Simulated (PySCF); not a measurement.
**Correlation energy of Ar⁺ (argon, charge +1)**

[Ne] 3s2 3p5, 2P determinant. Calculation: PySCF 2.14, in aug-cc-pCVQZ-DK (10s9p7d5f3g, 134 functions); scalar relativity by spin-free X2C-1e. Frozen: [Ne]; 7 electrons correlated.

MP2 pair energies summed by pair of shells (mhartree):

```tsv
pair	energy	share (%)
3p-3p	-115.98	61.9
3s-3p	-61.01	32.6
3s-3s	-10.43	5.6
```

Total MP2 correlation energy: -187.41 mhartree.

Same-spin part -40.75 and opposite-spin part -146.66 mhartree; SCS-MP2 scales them by 1/3 and 6/5 to -189.58 mhartree.
